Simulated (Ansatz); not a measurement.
`B[Si](O)(F)F` + H₂O → `B[Si](O)(O)F` + H–F at 600 K and 1 bar (formal hydrolysis of the Si–F bond).

Calculated with Ansatz (gas phase, PBE0-D4/def2-TZVP geometries, no zero-point term in ΔE). CBS: MP2 limit from def2 TZ/QZ plus the TZ coupled-cluster correction, frozen cores. This one scheme is used for every species. Each species was taken in one conformer, which may not be the lowest.

```csv
species,CCSD(T)/CBS energy (Eh),H − E (kJ/mol),S (J/(mol·K))
`B[Si](O)(F)F`,-590.59738,164.9,427.7
H₂O,-76.37941,76.8,212.8
`B[Si](O)(O)F`,-566.56464,199.9,443.7
H–F,-100.39570,42.3,194.0
```

H − E and S are ideal-gas, rigid-rotor, harmonic terms from PBE0-D4/def2-TZVP, for one conformer and one mirror image of each species. 1 Eh = 2625.50 kJ/mol, R = 8.31446 J/(mol·K).

Question: By hand: ΔE, ΔH, ΔS and ΔG.

Answer: ΔE = (-566.56464) + (-100.39570) − (-590.59738) − (-76.37941) = 0.01645 Eh = 43.2 kJ/mol. Δ(H − E) = 199.9 + 42.3 − 164.9 − 76.8 = 0.5, so ΔH = 43.7 kJ/mol. ΔS = 443.7 + 194.0 − 427.7 − 212.8 = -2.8 J/(mol·K). ΔG = 43.7 − 600 × (-2.8)/1000 = 45.4 kJ/mol.

Question: By hand: the equilibrium constant, and the temperature at which ΔG would vanish if ΔH and ΔS stayed fixed.

Answer: log₁₀ K = −ΔG/(RT ln 10) = -4.0. ΔH and −TΔS have one sign here, so there is no such temperature.

The number of gas molecules stays the same, so ΔS is small and ΔH decides. A doubt of 5 kJ/mol in ΔE shifts log₁₀ K by 0.4 here. Other conformers and mirror images would add mixing entropy, several J/(mol·K) or more a flexible species. These are equilibria of isolated gas molecules and say nothing of rates. Largest T1 diagnostic: 0.012 (customary marks: 0.02 for closed shells, 0.045 for open ones).

ΔS is within the doubt of such terms, so its sign, and with it that verdict, could turn.
